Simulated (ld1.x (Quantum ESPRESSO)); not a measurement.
## Varying the TM potential for Tc (Z = 43)

Base potential:

- Element: technetium
- Generator: ld1.x (Quantum ESPRESSO) 7.5
- Type: norm-conserving Troullier–Martins (Kleinman–Bylander form)
- Functional: PBE
- Relativity: scalar-relativistic
- Frozen core: [Ar] 3d10
- Valence charge: 15
- Reference configuration: 4s2 4p6 4d5 5s1.75 5p0.25
- Partial waves: 4s (bound): rc 1.20 bohr; 4p (bound): rc 1.80 bohr; 4d (bound): rc 1.50 bohr
- Local potential: the d channel
- Core correction: Bessel-smoothed model core, default radius (core density twice the valence density)

Occupied shells without a wave of their own: 5p, 5s. They enter only through the test configuration that unscreens the potential, and ld1.x also counts them in the model core charge.

All-electron outer shells of the reference configuration (PBE, scalar-relativistic, ld1.x):

```csv
shell,level (eV),outermost node (bohr),outermost maximum (bohr)
3p,-416.37,0.16,0.36
3d,-250.27,–,0.31
4s,-73.77,0.50,0.95
4p,-45.73,0.51,1.03
4d,-7.03,0.50,1.27
5s,-5.29,1.28,2.72
5p,-1.60,1.45,3.63
```

Cutoffs, loose and tight: the cutoffs (Ry, on a coarse ladder) from which the occupation-weighted sum of valence levels, in a spherical-Bessel basis at the reference potential, stays within 10 and 1 mRy of its value at 400 Ry. They do not see the model core or the augmentation charge, which bear on the density cutoff. Test errors are all-electron minus pseudo excitation energies from the reference, over the configurations 4s2 4p6 4d5 5s2 5p0; 4s2 4p6 4d5 5s1 5p0; 4s2 4p6 4d5 5s0 5p0; 4s2 4p6 4d6 5s1 5p0; 4s2 4p6 4d3 5s0 5p0; 4s2 4p6 4d4 5s0 5p0; 4s2 4p5 4d5 5s2 5p0. A dash means not determined; rows that change the core or the reference have their own tests.

With those shells counted twice in exchange and correlation these files are broken, and their errors move erratically; no question is asked of them.

The default core radius of the base comes out at 0.70 bohr.

| change | outcome | cutoff, loose | cutoff, tight | bound ghosts | largest test error (meV) |
| --- | --- | --- | --- | --- | --- |
| base | generated | 100 Ry | 180 Ry | none | -1014 |
| core correction none | generated | 100 Ry | 180 Ry | none | -61 |
| core correction Bessel-smoothed model core inside 0.64 bohr | generated | 100 Ry | 180 Ry | none | -1014 |
| core correction Bessel-smoothed model core inside 0.86 bohr | generated | 100 Ry | 180 Ry | none | -1014 |
| core correction Bessel-smoothed model core inside 0.94 bohr | generated | 100 Ry | 180 Ry | none | -1014 |
| core correction Bessel-smoothed model core inside 1.20 bohr | generated | 100 Ry | 180 Ry | none | -1016 |
| core correction Bessel-smoothed model core inside 1.44 bohr | generated | 100 Ry | 180 Ry | none | -1018 |
